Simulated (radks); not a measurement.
Question: Ni7+, 21 electrons, occupied as [Ar] 3d3 (the NIST ground configuration). All-electron calculation, scalar-relativistic Kohn-Sham, PBE, spin-polarised, spherical densities, finite nucleus; open shells are filled with parallel spins first; Fermi nuclear charge, rms radius 3.7757 fm. Program: a radial shooting solver on a logarithmic mesh with Libxc functionals. Some entries of the table are withheld. Estimate them.

| orbital | occ. | eigenvalue (hartree) | r(max) (bohr) | <r> (bohr) |
|---|---|---|---|---|
| 1s down | 1 | -307.4186 | 0.03540 | 0.05410 |
| 1s up | 1 | -307.4185 | 0.03540 | 0.05410 |
| 2s up | 1 | -41.89040 | 0.2046 | 0.2449 |
| 2s down | 1 | -41.79186 | 0.2045 | 0.2445 |
| 2p up | 3 | -36.83219 | 0.1650 | 0.2154 |
| 2p down | 3 | -36.75800 | 0.1648 | 0.2149 |
| 3s up | 1 | -9.36337 | (1) | 0.6995 |
| 3s down | 1 | -9.18071 | (2) | 0.7025 |
| 3p up | 3 | -7.85394 | (3) | 0.7138 |
| 3p down | 3 | -7.67339 | (4) | 0.7181 |
| 3d up | 3 | -5.44619 | 0.5642 | 0.7206 |
| 3d down | 0 | -5.25950 | 0.5688 | 0.7296 |

Answer: 
(1) 3s up r(max) (bohr): 0.6238
(2) 3s down r(max) (bohr): 0.6251
(3) 3p up r(max) (bohr): 0.6237
(4) 3p down r(max) (bohr): 0.6255
